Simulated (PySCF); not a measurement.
Iron: a sound run and one with changed settings

Sound run: Fe [Ar] 3d6 4s2, Fe⁺ [Ar] 3d6 4s1. All numbers are calculated (PySCF 2.14, the spin-free X2C one-electron Hamiltonian (Gaussian nucleus), in x2c-SVPall). The sound run starts from symmetry-adapted Hartree-Fock orbitals and uses a fine grid where one is needed.

Changed run: 26 angular points. This setting is unsound on purpose.

```csv
species,method,sound run (hartree),changed run (hartree),converged
Fe,UHF,-1271.13086,-1271.13086,yes
Fe,PBE0,-1272.17331,-1272.17963,yes
Fe,r2SCAN,-1272.37141,-1272.38707,yes
Fe⁺,UHF,-1270.89440,-1270.89440,yes
Fe⁺,PBE0,-1271.89038,-1271.89769,yes
Fe⁺,r2SCAN,-1272.08279,-1272.10067,yes
```

Ionisation energy of Fe:

```
method  sound run (eV)  changed run (eV)
   UHF           6.434             6.434
  PBE0           7.699             7.672
```

A coarse angular grid integrates products of high-l functions wrongly, so density functionals can shift, and the SCF can exploit the error; Hartree-Fock and MP2 need no grid.

For comparison, NIST gives 7.902 eV between the lowest levels.
